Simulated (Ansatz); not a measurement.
C$_{2}$H$_{7}$BO$_{2}$Te (`CC[Te]B(O)O`). Charge 0, multiplicity 1. Te takes the def2 core potential. The structure was optimised at the PBE0-D4/def2-TZVP level. It is one conformer, not always the lowest.

```xyz
13

C     0.053    1.964    0.210
C     0.874    1.093   -0.715
Te   -0.292   -0.355   -1.809
B    -0.534   -1.724   -0.145
O    -1.273   -2.843   -0.383
O     0.061   -1.409    1.040
H    -0.715    2.514   -0.337
H    -0.443    1.364    0.975
H     0.695    2.692    0.718
H     1.378    1.677   -1.486
H     1.628    0.522   -0.175
H    -1.370   -3.446    0.359
H    -0.062   -2.048    1.747
```

Question: What is the dipole moment at B3LYP/def2-TZVPP? (An estimate is asked.)

Answer: Computed: 3.34 D, with components (0.25, -1.28, 3.07) D in this frame, pointing from negative to positive charge.

Question: And with PBE, r2SCAN, ωB97M-V? (Estimate.)

Answer: The calculation gave: PBE 3.27 D, r2SCAN 3.42 D, ωB97M-V 3.50 D.

Question: Give the Mulliken charges with B3LYP, PBE, r2SCAN in def2-TZVPP. (Estimate.)

Answer: The calculation gave: 
```json
{"atom": "C1", "B3LYP": "-0.24", "PBE": "-0.25", "r2SCAN": "-0.13"}
{"atom": "C2", "B3LYP": "-0.28", "PBE": "-0.26", "r2SCAN": "-0.17"}
{"atom": "Te3", "B3LYP": "0.05", "PBE": "0.04", "r2SCAN": "0.03"}
{"atom": "B4", "B3LYP": "0.21", "PBE": "0.14", "r2SCAN": "0.23"}
{"atom": "O5", "B3LYP": "-0.27", "PBE": "-0.24", "r2SCAN": "-0.31"}
{"atom": "O6", "B3LYP": "-0.28", "PBE": "-0.24", "r2SCAN": "-0.31"}
{"atom": "H7", "B3LYP": "0.09", "PBE": "0.09", "r2SCAN": "0.05"}
{"atom": "H8", "B3LYP": "0.09", "PBE": "0.09", "r2SCAN": "0.05"}
{"atom": "H9", "B3LYP": "0.08", "PBE": "0.08", "r2SCAN": "0.04"}
{"atom": "H10", "B3LYP": "0.12", "PBE": "0.12", "r2SCAN": "0.08"}
{"atom": "H11", "B3LYP": "0.12", "PBE": "0.12", "r2SCAN": "0.09"}
{"atom": "H12", "B3LYP": "0.17", "PBE": "0.17", "r2SCAN": "0.18"}
{"atom": "H13", "B3LYP": "0.16", "PBE": "0.16", "r2SCAN": "0.17"}
```

B3LYP here is the variant with VWN-RPA as its local correlation; programs differ in this.
